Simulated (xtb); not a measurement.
GaH₅N₂, SMILES [NH2][GaH][NH2]. All values are semi-empirical tight-binding results from xtb (GFN2-xTB unless named), good for trends rather than for accurate numbers. Geometry: GFN2-xTB. One conformer was computed; it need not be the lowest.

For metal compounds this method's bond lengths and energies can be far off.

Q: Estimate the properties. (Estimate from the structure and the level; the computed values follow.)

A: 
- point group as xtb finds it: C2v
- orbital gap: 4.53 eV
- zero-point energy: 31.9 kcal/mol
- G − E(el) at 298.15 K (modified RRHO): 13.1 kcal/mol
